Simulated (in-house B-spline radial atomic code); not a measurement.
Inner levels of thulium as electrons are removed. A shift is the extra binding of the orbital against the neutral atom ([Xe] 4f5/2(6) 4f7/2(7) 6s2). The density at the nucleus is averaged over the nuclear charge. Computed with a B-spline radial code for spherical atoms: Dirac-Hartree-Fock, jj configuration that fills j = l - 1/2 first, finite nuclei.

A number in brackets counts the electrons of a j subshell.

```json
{"ion": "Tm40+", "configuration": "[Ar] 3d10 4s1", "shift of 2p1/2 (eV)": "1824.82", "shift of 2s1/2 (eV)": "1817.09", "shift of 1s1/2 (eV)": "1858.18", "radius of 2p1/2 (bohr)": "0.070001", "radius of 2s1/2 (bohr)": "0.084055", "radius of 1s1/2 (bohr)": "0.020006", "Σ<r²> (bohr²)": "1.1345", "change of density at nucleus (bohr⁻³)": "-1203.06"}
{"ion": "Tm41+", "configuration": "[Ar] 3d10", "shift of 2p1/2 (eV)": "1900.14", "shift of 2s1/2 (eV)": "1890.38", "shift of 1s1/2 (eV)": "1938.35", "radius of 2p1/2 (bohr)": "0.069984", "radius of 2s1/2 (bohr)": "0.084048", "radius of 1s1/2 (bohr)": "0.020006", "Σ<r²> (bohr²)": "0.92021", "change of density at nucleus (bohr⁻³)": "-4872.18"}
{"ion": "Tm42+", "configuration": "[Ar] 3d3/2(4) 3d5/2(5)", "shift of 2p1/2 (eV)": "2044.02", "shift of 2s1/2 (eV)": "2030.9", "shift of 1s1/2 (eV)": "2083.05", "radius of 2p1/2 (bohr)": "0.069948", "radius of 2s1/2 (bohr)": "0.083992", "radius of 1s1/2 (bohr)": "0.020006", "Σ<r²> (bohr²)": "0.86367", "change of density at nucleus (bohr⁻³)": "-4462.09"}
{"ion": "Tm43+", "configuration": "[Ar] 3d3/2(4) 3d5/2(4)", "shift of 2p1/2 (eV)": "?", "shift of 2s1/2 (eV)": "?", "shift of 1s1/2 (eV)": "?", "radius of 2p1/2 (bohr)": "?", "radius of 2s1/2 (bohr)": "?", "radius of 1s1/2 (bohr)": "?", "Σ<r²> (bohr²)": "?", "change of density at nucleus (bohr⁻³)": "?"}
{"ion": "Tm44+", "configuration": "[Ar] 3d3/2(4) 3d5/2(3)", "shift of 2p1/2 (eV)": "2338.41", "shift of 2s1/2 (eV)": "2318.1", "shift of 1s1/2 (eV)": "2379.52", "radius of 2p1/2 (bohr)": "0.069869", "radius of 2s1/2 (bohr)": "0.083875", "radius of 1s1/2 (bohr)": "0.020006", "Σ<r²> (bohr²)": "0.75611", "change of density at nucleus (bohr⁻³)": "-3612.78"}
{"ion": "Tm45+", "configuration": "[Ar] 3d3/2(4) 3d5/2(2)", "shift of 2p1/2 (eV)": "2488.89", "shift of 2s1/2 (eV)": "2464.75", "shift of 1s1/2 (eV)": "2531.28", "radius of 2p1/2 (bohr)": "0.069827", "radius of 2s1/2 (bohr)": "0.083813", "radius of 1s1/2 (bohr)": "0.020007", "Σ<r²> (bohr²)": "0.70494", "change of density at nucleus (bohr⁻³)": "-3173.53"}
{"ion": "Tm46+", "configuration": "[Ar] 3d3/2(4) 3d5/2(1)", "shift of 2p1/2 (eV)": "?", "shift of 2s1/2 (eV)": "?", "shift of 1s1/2 (eV)": "?", "radius of 2p1/2 (bohr)": "?", "radius of 2s1/2 (bohr)": "?", "radius of 1s1/2 (bohr)": "?", "Σ<r²> (bohr²)": "?", "change of density at nucleus (bohr⁻³)": "?"}
{"ion": "Tm47+", "configuration": "[Ar] 3d3/2(4)", "shift of 2p1/2 (eV)": "2796.43", "shift of 2s1/2 (eV)": "2764.12", "shift of 1s1/2 (eV)": "2841.86", "radius of 2p1/2 (bohr)": "0.069737", "radius of 2s1/2 (bohr)": "0.083682", "radius of 1s1/2 (bohr)": "0.020007", "Σ<r²> (bohr²)": "0.60743", "change of density at nucleus (bohr⁻³)": "-2265.71"}
{"ion": "Tm48+", "configuration": "[Ar] 3d3/2(3)", "shift of 2p1/2 (eV)": "2951.09", "shift of 2s1/2 (eV)": "2919.72", "shift of 1s1/2 (eV)": "3004.62", "radius of 2p1/2 (bohr)": "0.069646", "radius of 2s1/2 (bohr)": "0.083608", "radius of 1s1/2 (bohr)": "0.020007", "Σ<r²> (bohr²)": "0.56221", "change of density at nucleus (bohr⁻³)": "-1771.91"}
{"ion": "Tm49+", "configuration": "[Ar] 3d3/2(2)", "shift of 2p1/2 (eV)": "3107.82", "shift of 2s1/2 (eV)": "3077.37", "shift of 1s1/2 (eV)": "3169.84", "radius of 2p1/2 (bohr)": "0.069553", "radius of 2s1/2 (bohr)": "0.083531", "radius of 1s1/2 (bohr)": "0.020007", "Σ<r²> (bohr²)": "0.5184", "change of density at nucleus (bohr⁻³)": "-1267.62"}
{"ion": "Tm50+", "configuration": "[Ar] 3d3/2(1)", "shift of 2p1/2 (eV)": "?", "shift of 2s1/2 (eV)": "?", "shift of 1s1/2 (eV)": "?", "radius of 2p1/2 (bohr)": "?", "radius of 2s1/2 (bohr)": "?", "radius of 1s1/2 (bohr)": "?", "Σ<r²> (bohr²)": "?", "change of density at nucleus (bohr⁻³)": "?"}
{"ion": "Tm51+", "configuration": "[Ne] 3s2 3p6", "shift of 2p1/2 (eV)": "3427.42", "shift of 2s1/2 (eV)": "3398.81", "shift of 1s1/2 (eV)": "3507.67", "radius of 2p1/2 (bohr)": "0.069359", "radius of 2s1/2 (bohr)": "0.083371", "radius of 1s1/2 (bohr)": "0.020008", "Σ<r²> (bohr²)": "0.43483", "change of density at nucleus (bohr⁻³)": "-227.28"}
```

**Question.** Fill in the row of Tm43+.

**Answer.** shift of 2p1/2 (eV): 2190.11; shift of 2s1/2 (eV): 2173.48; shift of 1s1/2 (eV): 2230.11; radius of 2p1/2 (bohr): 0.069909; radius of 2s1/2 (bohr): 0.083935; radius of 1s1/2 (bohr): 0.020006; Σ<r²> (bohr²): 0.809; change of density at nucleus (bohr⁻³): -4042.3.

**Question.** Fill in the row of Tm46+.

**Answer.** shift of 2p1/2 (eV): 2641.57; shift of 2s1/2 (eV): 2613.43; shift of 1s1/2 (eV): 2685.39; radius of 2p1/2 (bohr): 0.069783; radius of 2s1/2 (bohr): 0.083748; radius of 1s1/2 (bohr): 0.020007; Σ<r²> (bohr²): 0.6554; change of density at nucleus (bohr⁻³): -2724.51.

**Question.** Fill in the row of Tm50+.

**Answer.** shift of 2p1/2 (eV): 3266.6; shift of 2s1/2 (eV): 3237.07; shift of 1s1/2 (eV): 3337.53; radius of 2p1/2 (bohr): 0.069457; radius of 2s1/2 (bohr): 0.083452; radius of 1s1/2 (bohr): 0.020008; Σ<r²> (bohr²): 0.47596; change of density at nucleus (bohr⁻³): -752.74.
